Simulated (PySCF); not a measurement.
B(H)(NHMe)2 (C2H9BN2), SMILES CNBNC.

Geometry optimised at PBE0-D3(BJ)/def2-SVP. The structure was generated by enumeration, and PubChem lists no compound with its InChIKey, so it may never have been made. The values are those of a single conformer.

Computed with TDDFT-LC-ωPBE/def2-SVPD in PySCF.

Vertical excitations. Isolated molecule, no solvent.

Computed lowest excited states:
```tsv
state	energy (eV)	λ (nm)	f	main pairs
S1	6.53	190	0.000	HOMO→LUMO 82 %
S2	7.05	176	0.008	HOMO→LUMO+1 60 %, HOMO→LUMO+4 12 %, HOMO−1→LUMO 10 %
S3	7.53	165	0.281	HOMO→LUMO+3 87 %
S4	7.75	160	0.020	HOMO→LUMO+2 72 %
S5	8.30	149	0.016	HOMO→LUMO+5 45 %, HOMO→LUMO+6 13 %, HOMO−1→LUMO+1 11 %, HOMO−1→LUMO+2 8 %
S6	8.48	146	0.005	HOMO→LUMO+4 44 %, HOMO→LUMO+1 13 %, HOMO−1→LUMO+2 11 %, HOMO−1→LUMO 10 %
S7	8.84	140	0.024	HOMO→LUMO+6 33 %, HOMO−1→LUMO 23 %, HOMO→LUMO+5 12 %
S8	8.92	139	0.072	HOMO→LUMO+7 78 %
S9	9.10	136	0.005	HOMO→LUMO+6 34 %, HOMO−1→LUMO 30 %, HOMO→LUMO+4 11 %, HOMO→LUMO+2 5 %
S10	9.27	134	0.150	HOMO−1→LUMO+3 60 %, HOMO→LUMO+8 10 %
T1	6.22	199	0	HOMO→LUMO+3 79 %
T2	6.35	195	0	HOMO→LUMO 77 %
T3	6.80	182	0	HOMO→LUMO+1 55 %, HOMO→LUMO+4 10 %, HOMO−1→LUMO 10 %, HOMO→LUMO+2 9 %
T4	7.60	163	0	HOMO→LUMO+2 64 %
```
Triplets are in the Tamm–Dancoff approximation, which puts them higher than full response would, so one can lie above its singlet here.
